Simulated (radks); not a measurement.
Values are calculated unless marked as measured or tabulated.
Task: These are the eigenvalues of the occupied orbitals of an atom or ion with whole-number occupations (hartree). Level of theory: scalar-relativistic Kohn-Sham, PBE, spin-polarised, spherical densities, point nucleus (a radial shooting solver on a logarithmic mesh with Libxc functionals).

1s down: -2884.485
1s up: -2884.485
2s up: -508.2890
2s down: -508.2771
2p up: -440.6913
2p down: -440.6817
3s up: -120.8393
3s down: -120.8350
3p up: -101.1584
3p down: -101.1536
3d up: -79.84028
3d down: -79.83174
4s up: -27.45270
4s down: -27.44129
4p up: -20.99917
4p down: -20.98861
4d up: -13.16843
4d down: -13.15609
5s up: -5.64134
5s down: -5.55575
4f up: -4.46842
4f down: -4.44963
5p up: -3.94037
5p down: -3.83390
5d up: -1.98783
5d down: -1.86740

Which element is it, and in what charge state? The configuration may be excited. Open shells, if any, are filled with parallel spins first.

Result: Z = 78, platinum, charge +4: Pt4+ in [Xe] 4f14 5d6. The list shows which subshells hold electrons but not how many an open one holds; the 1s level, -2884.5 hartree, gives Z - s = 76.0 by -(Z - s)^2/2, which with screening and relativity narrows Z to a few neighbours, and the depths of the outer levels then fix element, charge and occupations together.
